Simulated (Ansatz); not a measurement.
Species: CH7AlN2O, net charge 0, singlet state. 
Structure (B3LYP-D3(BJ)/def2-TZVP (Ansatz, an electronic-structure program) minimum search):
SMILES: C[O][Al]([NH2])[NH2]
```xyz
12

C      2.3652     0.0674    -0.1517
O      1.1197    -0.5434     0.0487
Al    -0.4942    -0.0398     0.0373
N     -1.7279    -1.2647     0.3492
N     -0.9192     1.6508    -0.2767
H      2.9651     0.0172     0.7628
H      2.9152    -0.4494    -0.9446
H      2.2785     1.1231    -0.4384
H     -2.7210    -1.1044     0.3786
H     -1.5218    -2.2344     0.5263
H     -0.2544     2.3874    -0.4484
H     -1.8563     2.0184    -0.3081
```
Charge 0, spin multiplicity 1.

Basis-set convergence of Hartree-Fock and CCSD(T) correlation energies (hartree) with Ansatz. Valence correlation only, unless marked. Spin-orbit coupling is left out. Non-relativistic.

```tsv
basis	functions	E(HF)	E(corr, CCSD(T))
cc-pV(D+d)Z	114	-467.76076	-0.79615
cc-pV(T+d)Z	257	-467.85508	-0.98856
cc-pV(Q+d)Z	494	-467.87696	-1.04975
```

Extrapolating the two largest sets (X = 3 and 4) as X^-3: E(corr) = (64·(-1.04975) - 27·(-0.98856))/37 = -1.0944 Eh, an estimate of the basis-set limit. The largest set recovers 95.9 % of it, the smallest 72.7 %.
